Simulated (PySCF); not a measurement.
Sm: ionisation energy

Sm [Xe] 4f6 6s2 [4f5/2^6, M_J = 0] → Sm+ [Xe] 4f6 6s1 [4f5/2^6 6s1/2^1, M_J = 1/2], as a difference of total energies. Computed with PySCF 2.14 in x2c-TZVPPall-2c (11s11p10d4f2g, 140 functions), with the two-component X2C-1e Hamiltonian. Correlated levels: [Ar] 3d10 frozen; the 18 highest virtual spinors dropped. "Screened" scales the spin-orbit matrix elements by Boettger's factors to mimic the two-electron term; Breit and QED terms are absent.

| method | ionisation energy (eV) |
| --- | --- |
| GHF (spin-free) | 4.586 |
| GMP2 (spin-free) | 5.511 |
| GHF (screened spin-orbit) | 4.588 |
| GMP2 (screened spin-orbit) | 5.513 |

**Question.** How much does correlation contribute at GMP2 (screened spin-orbit)?

**Answer.** 5.513 − (4.588) = 0.925 eV, measured against GHF (screened spin-orbit).

The spin-free rows relax to the high-spin LS determinant and lack the spin-orbit shift.

The labels give the starting determinants; with spin-orbit coupling the two ends relaxed to ⟨J²⟩ = 5.51, ⟨L²⟩ = 11.92, ⟨S²⟩ = 11.91 and ⟨J²⟩ = 6.27, ⟨L²⟩ = 11.93, ⟨S²⟩ = 15.64.

The determinant of Sm and of Sm+ mixes levels of different J (the jj label is only the starting occupation), so the difference between spin-free and spin-orbit rows is not the physical spin-orbit shift.

For comparison: 5.644 eV (measured; NIST Atomic Spectra Database, ionization energies).
